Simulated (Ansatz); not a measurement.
Ideal-gas functions of C₃H₃F₂I (`FC(F)/C=C/I`) at 600 K and 1 bar, from an Ansatz frequency run at PBE0-D4/def2-TZVP.

Molar mass 203.96 g/mol, point group C1 (symmetry number 1), electronic degeneracy 1, moments of inertia 60.85, 869.547, 912.635 u Å². Harmonic wavenumbers (cm⁻¹, unscaled): 97, 136, 153, 224, 422, 515, 616, 756, 832, 968, 992, 1101, 1179, 1208, 1306, 1374, 1398, 1703, 3061, 3203, 3233.

Use S(trans) = R[1.5 ln M + 2.5 ln T − 1.1517]; rotational temperatures θ = 24.2544 K / I; S(rot) = R[ln(√π/σ · √(T³/θAθBθC)) + 1.5]; for each mode x = 1.438777 ν̃/T, S = R[x/(eˣ − 1) − ln(1 − e⁻ˣ)] and H = RT x/(eˣ − 1); 1 cm⁻¹ = 0.0119627 kJ/mol; R = 8.31446 J/(mol·K).

By hand: the entropy, in J/(mol·K).

Translation 189.7. Rotation: θ = 0.3986, 0.0279, 0.0266 K, giving 130.8. Vibration, mode by mode: 20.46, 17.67, 16.70, 13.58, 8.56, 7.07, 5.79, 4.42, 3.83, 2.96, 2.83, 2.30, 1.99, 1.88, 1.56, 1.37, 1.31, 0.72, 0.05, 0.03, 0.03, in all 115.1. Electronic 0.0. Sum 435.6 J/(mol·K).

By hand: H − E and G − E in kJ/mol, counted from the electronic energy.

Zero-point energy ½ × 24477 × 0.0119627 = 146.4; thermal vibration 35.0; translation, rotation and pV give 4 RT = 20.0. H − E = 201.4 kJ/mol, and G − E = 201.4 − 600 × 435.6/1000 = -60.0 kJ/mol.

Vibration gives 26 % of the entropy, 38.1 J/(mol·K) of it from the modes under 150 cm⁻¹: soft modes count most, and the harmonic formula is weakest for them. The sum counts one conformer and one mirror image; others add a mixing term.
